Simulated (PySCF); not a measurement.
The same groups moved round the core (benzothiophene boryl+boryl). All species are isolated molecules in the gas phase. One relaxed conformer stands for each flexible species; it need not be the lowest. Strings in code marks are SMILES.

The four lowest singlet excitations (Tamm–Dancoff). Level of theory: B3LYP-D3(BJ)/def2-TZVP // PBE0-D4/def2-SVP (PySCF 2.14.0). B3LYP has the VWN-RPA correlation part, as in Gaussian. Excitations are Tamm–Dancoff values on a coarser integration grid. The basis has no diffuse functions, so Rydberg states are missing or too high.

```csv
state,energy (eV),wavelength (nm),oscillator strength
S1,3.63,342,0.020
S2,3.80,326,0.002
S3,4.62,269,0.925
S4,4.81,258,0.335
```

Question: Name which member gives these states.
A. `Bc1cc2cccc(B)c2s1`
B. `Bc1cc2c(B)cccc2s1`
C. `Bc1ccc2cc(B)sc2c1`
D. `Bc1ccc2sc(B)cc2c1`

Answer: D, `Bc1ccc2sc(B)cc2c1`
